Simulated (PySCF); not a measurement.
CH4Si, SMILES C=[SiH2]. Atoms are numbered in the order given.

```xyz
6

C      0.0000     0.0000    -1.1520
Si     0.0000     0.0000     0.5489
H      0.0000    -0.9153    -1.7295
H      0.0000     0.9153    -1.7295
H      0.0000     1.2405     1.3431
H      0.0000    -1.2405     1.3431
```
Charge 0, spin multiplicity 1.

Coordinates come from a B3LYP-D3(BJ)/def2-TZVP optimisation.

Computed with PBE/pcJ-1 in PySCF.

Isotropic couplings with Fermi-contact, spin-dipole and both spin-orbit terms, one fixed conformer, no vibrational averaging. Isotopes: 13C, 1H, 29Si.

Computed spin–spin coupling constants:
```csv
pair,bonds apart,J (Hz)
C1–Si2,1,-110.5
C1–H3,1,153.1
C1–H4,1,153.1
Si2–H5,1,-236.8
Si2–H6,1,-236.8
C1–H5,2,12.5
C1–H6,2,12.5
Si2–H3,2,-1.6
Si2–H4,2,-1.6
H3–H4,2,-9.3
H5–H6,2,34.6
H3–H5,3,15.7
H3–H6,3,2.0
H4–H5,3,2.0
H4–H6,3,15.7
```
